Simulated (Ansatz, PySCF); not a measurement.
CdI2, SMILES [I][Cd][I]. Atoms are numbered in the order given.

```xyz
3

Cd     0.0000     0.0000     0.0185
I      0.0000    -2.5921     0.0185
I      0.0000     2.5921     0.0185
```
Charge 0, spin multiplicity 1.

The structure is a stationary point at r2SCAN-D4/def2-SVP. The isomer is the one that the SMILES or the coordinates give; other isomers of the formula were not compared. The def2 effective core potentials stand for the cores of Cd, I; spin–orbit coupling is left out.

Two levels are set side by side: PBE-D3(BJ)/def2-SVP (Ansatz, a first-principles code) and r2SCAN-D4/def2-SVP (Ansatz). Each level has its own optimised geometry; the coordinates shown are those of the second. Frequencies come from the Hessian of PySCF at each geometry. Differences are taken from unrounded values.

```json
[
 {"quantity": "mean bond length (Å)", "r2SCAN-D4": "2.592"},
 {"quantity": "bond Cd1–I2 (Å)", "r2SCAN-D4": "2.592"},
 {"quantity": "bond Cd1–I3 (Å)", "r2SCAN-D4": "2.592"},
 {"quantity": "highest harmonic wavenumber (cm⁻¹)", "r2SCAN-D4": "269"},
 {"quantity": "mean harmonic wavenumber (cm⁻¹)", "r2SCAN-D4": "131"},
 {"quantity": "zero-point energy (kcal/mol)", "r2SCAN-D4": "0.75"}
]
```

### Question
What does PBE-D3(BJ) give, and how far is it from r2SCAN-D4? (An estimate is asked for; the answer gives what the named calculation found.)

### Answer

```json
[
 {"quantity": "mean bond length (Å)", "PBE-D3(BJ)": "2.609", "PBE-D3(BJ) minus r2SCAN-D4": "0.017"},
 {"quantity": "bond Cd1–I2 (Å)", "PBE-D3(BJ)": "2.609", "PBE-D3(BJ) minus r2SCAN-D4": "0.017"},
 {"quantity": "bond Cd1–I3 (Å)", "PBE-D3(BJ)": "2.609", "PBE-D3(BJ) minus r2SCAN-D4": "0.017"},
 {"quantity": "highest harmonic wavenumber (cm⁻¹)", "PBE-D3(BJ)": "260", "PBE-D3(BJ) minus r2SCAN-D4": "-8"},
 {"quantity": "mean harmonic wavenumber (cm⁻¹)", "PBE-D3(BJ)": "126", "PBE-D3(BJ) minus r2SCAN-D4": "-4"},
 {"quantity": "zero-point energy (kcal/mol)", "PBE-D3(BJ)": "0.72", "PBE-D3(BJ) minus r2SCAN-D4": "-0.02"}
]
```
